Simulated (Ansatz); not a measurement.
Molecule: sum formula SiOCl$_{3}$ (charge 0, doublet). It need not be the lowest isomer of its formula. SMILES: [O][Si](Cl)(Cl)Cl
Structure (B3LYP-D3(BJ)/def2-TZVP (Ansatz, a first-principles code) minimum search):
```
Si
O 1 1.6434
Cl 1 2.0291 2 112.19
Cl 1 2.0291 2 112.19 3 122.59
Cl 1 2.0344 2 100.16 4 118.70
```
Charge 0, spin multiplicity 2.

Property: atomisation energy (electronic, to ground-state atoms), in kcal/mol. Correlated levels leave the core frozen unless marked. UHF or UKS for open shells. No spin-orbit coupling. Non-relativistic. The coupled-cluster limit lacks core correlation, which all-electron functionals hold. CBS(X,Y): correlation extrapolated as X^-3; Hartree-Fock from the larger set (for Q and 5 zeta extrapolated as (X+1)exp(-9√X)).

```
level                            program  atomisation energy (kcal/mol)
------------------------  --------------  -----------------------------
HF/6-31G*                         Ansatz                          256.0
HF/cc-pV(D+d)Z                    Ansatz                          257.5
revPBE-D3(BJ)/def2-TZVPD  Ansatz + dftd3                          383.2
r2SCAN/def2-TZVPD                 Ansatz                          394.2
```

Question: What does CCSD(T)/CBS(cc-pV(Q+d)Z,cc-pV(5+d)Z) (Ansatz) give?

Answer: 389.1 kcal/mol, so r2SCAN/def2-TZVPD differs from it by 5.1 kcal/mol.
